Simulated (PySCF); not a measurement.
Species: C6H11S (charge -1).
Atom-mapped SMILES: `[S-:1][CH2:2][CH:3]1[CH2:4][CH2:5][CH2:6][CH2:7]1` (hydrogens: H8, H9 on C2; H10 on C3; H11, H12 on C4; H13, H14 on C5; H15, H16 on C6; H17, H18 on C7)

The same species was optimised twice, with GFN2-xTB and with PBE0-D3(BJ)/def2-SVP (PySCF), and the same property calculations (PySCF, gas phase) were run on both structures.

```tsv
coordinate	GFN2-xTB	PBE0-D3(BJ)/def2-SVP	change
C5–C6 (Å)	1.529	1.547	+0.018
S1–C2 (Å)	1.805	1.815	+0.010
C2–C3 (Å)	1.532	1.542	+0.010
C4–C5 (Å)	1.522	1.528	+0.006
C3–C7 (Å)	1.537	1.532	-0.005
C6–C7 (Å)	1.538	1.539	+0.001
C3–C4 (Å)	1.528	1.528	0.000
C4–C5–C6 (°)	102.9	105.1	+2.2
C4–C3–C7 (°)	104.0	102.1	-1.9
C2–C3–C4 (°)	112.1	113.7	+1.6
S1–C2–C3 (°)	113.3	114.8	+1.5
C3–C4–C5 (°)	104.0	105.1	+1.1
C2–C3–C7 (°)	112.2	113.2	+1.0
C5–C6–C7 (°)	105.3	105.7	+0.4
C3–C7–C6 (°)	106.9	106.8	-0.1
S1–C2–C3–C4 (°)	61	58	-3
```

Rotational constants: A = 4018, B = 1394, C = 1343 MHz (GFN2-xTB) against A = 4240, B = 1299, C = 1245 MHz (PBE0-D3(BJ)/def2-SVP). Point groups within 0.08 Å: C1 and C1. Atoms that the bonding makes alike are paired by their places after alignment.

On the GFN2-xTB structure: HOMO (eV) 0.40 [PBE0/pcSseg-1]; LUMO (eV) 4.83 [PBE0/pcSseg-1]; GIAO shielding of S1 (ppm) 726.7 [PBE0/pcSseg-1]; GIAO shielding of C2 (ppm) 147.4 [PBE0/pcSseg-1]; GIAO shielding of C3 (ppm) 139.0 [PBE0/pcSseg-1]; GIAO shielding of C4/C7 (mean) (ppm) 157.5 [PBE0/pcSseg-1]; GIAO shielding of C5/C6 (mean) (ppm) 155.2 [PBE0/pcSseg-1].

Problem. What do these properties become on the PBE0-D3(BJ)/def2-SVP structure?

Solution. 
```json
{"property": "HOMO (eV)", "level": "PBE0/pcSseg-1", "on GFN2-xTB": "0.40", "on PBE0-D3(BJ)/def2-SVP": "0.36", "change": "-0.04"}
{"property": "LUMO (eV)", "level": "PBE0/pcSseg-1", "on GFN2-xTB": "4.83", "on PBE0-D3(BJ)/def2-SVP": "4.69", "change": "-0.14"}
{"property": "energy, GFN2-xTB geometry as zero (kcal/mol)", "level": "PBE0/pcSseg-1", "on GFN2-xTB": "0.0", "on PBE0-D3(BJ)/def2-SVP": "-0.5", "change": "-0.5"}
{"property": "GIAO shielding of S1 (ppm)", "level": "PBE0/pcSseg-1", "on GFN2-xTB": "726.7", "on PBE0-D3(BJ)/def2-SVP": "734.1", "change": "+7.4"}
{"property": "GIAO shielding of C2 (ppm)", "level": "PBE0/pcSseg-1", "on GFN2-xTB": "147.4", "on PBE0-D3(BJ)/def2-SVP": "144.4", "change": "-3.0"}
{"property": "GIAO shielding of C3 (ppm)", "level": "PBE0/pcSseg-1", "on GFN2-xTB": "139.0", "on PBE0-D3(BJ)/def2-SVP": "136.0", "change": "-3.0"}
{"property": "GIAO shielding of C4/C7 (mean) (ppm)", "level": "PBE0/pcSseg-1", "on GFN2-xTB": "157.5", "on PBE0-D3(BJ)/def2-SVP": "155.1", "change": "-2.4"}
{"property": "GIAO shielding of C5/C6 (mean) (ppm)", "level": "PBE0/pcSseg-1", "on GFN2-xTB": "155.2", "on PBE0-D3(BJ)/def2-SVP": "155.9", "change": "+0.7"}
```

The heavy atoms differ by 0.141 Å rms after alignment. Among bonds between heavy atoms C5–C6 changes most (+0.018 Å). Changes are differences of the printed values. Neither structure is proved a minimum here. Isolated species at its PBE0-D3(BJ)/def2-SVP geometry (one conformer only). The geometry's basis has no diffuse functions, a weakness for an anion.
